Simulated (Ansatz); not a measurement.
Geometry optimisation, Ansatz 0.2.0, DFT PBE, scalar-relativistic, plane waves, PAW.

input.yaml

```yaml
crystal:
  lattice:
    - [5.48, 0.0, 0.0]
    - [2.74, 4.745819, 0.0]
    - [0.0, 0.0, 16.32646]
  atoms:
    - { symbol: Os, position: [0.0, 0.0, 0.06125026] }
    - { symbol: Os, position: [0.5, 0.0, 0.06125026] }
    - { symbol: Os, position: [-1.0e-08, 0.50000002, 0.06125026] }
    - { symbol: Os, position: [0.49999999, 0.50000002, 0.06125026] }
    - { symbol: Os, position: [-0.16666667, 0.33333335, 0.19374868] }
    - { symbol: Os, position: [0.33333333, 0.33333335, 0.19374868] }
    - { symbol: Os, position: [-0.16666669, 0.83333337, 0.19374868] }
    - { symbol: Os, position: [0.33333331, 0.83333337, 0.19374868] }
    - { symbol: Os, position: [0.0, 0.0, 0.32624709] }
    - { symbol: Os, position: [0.5, 0.0, 0.32624709] }
    - { symbol: Os, position: [-1.0e-08, 0.50000002, 0.32624709] }
    - { symbol: Os, position: [0.49999999, 0.50000002, 0.32624709] }
    - { symbol: F, position: [0.66666665, 0.6666667, 0.40648493] }
    - { symbol: H, position: [0.66666666, 0.16666667, 0.37892231] }
basis:
  ecutwfc: 420.0
kpoints:
  mp_grid: { grid: [4, 4, 1] }
hamiltonian:
  xc: pbe
scf:
  occupations: { method: gaussian, width: 0.15 }
  lower_state_search: "off"
relax:
  f_tol: 0.03
  max_steps: 60
  adjacent_minimum: "off"
  constraints: [{ sites: [0, 1, 2, 3] }]
```

Launched with:

```bash
$ ansatz run input.yaml --threads 4 --pin off --max-ram 10240MiB --backend cpu --events-out ev --progress --plain --runs-dir out
```

Task: Where does it end, and by what steps?

Result: The forces met the threshold. Limits of this set-up: coarse k mesh, thin slab, slab without dipole correction, no dispersion correction for a molecule that may bind weakly. After 4 steps the energy has fallen by 1.453 eV; F13 moved furthest, 0.35 Å.

```json
{"step": "0", "energy less start (eV)": "0.0000", "largest force component (eV/Å)": "5.459", "accepted": "yes"}
{"step": "1", "energy less start (eV)": "-1.1918", "largest force component (eV/Å)": "1.966", "accepted": "yes"}
{"step": "2", "energy less start (eV)": "-1.4383", "largest force component (eV/Å)": "0.351", "accepted": "yes"}
{"step": "3", "energy less start (eV)": "-1.4530", "largest force component (eV/Å)": "0.044", "accepted": "yes"}
{"step": "4", "energy less start (eV)": "-1.4535", "largest force component (eV/Å)": "0.028", "accepted": "yes"}
```

```xyz
14
Lattice="5.4800 0.0000 0.0000 2.7400 4.7458 0.0000 0.0000 0.0000 16.3265" Properties=species:S:1:pos:R:3
Os 0.000 0.000 1.000
Os 2.740 0.000 1.000
Os 1.370 2.373 1.000
Os 4.110 2.373 1.000
Os 0.001 1.577 3.096
Os 2.738 1.583 3.164
Os 1.375 3.957 3.096
Os 4.109 3.956 3.055
Os 0.018 -0.011 5.205
Os 2.716 -0.039 5.214
Os 1.337 2.392 5.199
Os 4.132 2.413 5.214
F 5.469 3.170 6.982
H 4.111 0.790 6.210
```

Run time: 26 s on 4 threads of Arm Neoverse V2, on a shared host, peak memory 1.2 GiB.
